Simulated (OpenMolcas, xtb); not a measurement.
How methods differ on GaHClOF (SMILES [OH][Ga]([F])[Cl])

GaHClOF has 5 atoms, charge 0, and is taken as a singlet. As SMILES, `[OH][Ga]([F])[Cl]`. The shape is that of a PBE0-D4/def2-TZVP optimisation. This is one conformer, not always the lowest.

Quantity: the HOMO–LUMO gap, in eV. The values are calculated.

| level | kind | program | value (eV) |
| --- | --- | --- | --- |
| GFN1-xTB | semi-empirical | xtb | 6.05 |
| HF/def2-SVPD | Hartree–Fock | OpenMolcas | 14.03 |
| SVWN5/def2-SVPD | LDA | OpenMolcas | 5.29 |
| PBE/def2-SVPD | GGA | OpenMolcas | 5.36 |
| r2SCAN/def2-SVPD | meta-GGA | OpenMolcas | 6.12 |
| M06-2X/def2-SVPD | hybrid meta-GGA | OpenMolcas | 10.04 |
| PBE0/def2-SVPD | global hybrid | OpenMolcas | 7.89 |
| B2PLYP/def2-SVPD | double hybrid | OpenMolcas | 10.22 |

All-electron rows without a relativistic Hamiltonian named are non-relativistic. The values span 5.29 to 14.03 eV. Orbital gaps aren't excitation energies, and those of double hybrids come from the SCF part alone; they tend to grow with the share of exact exchange.
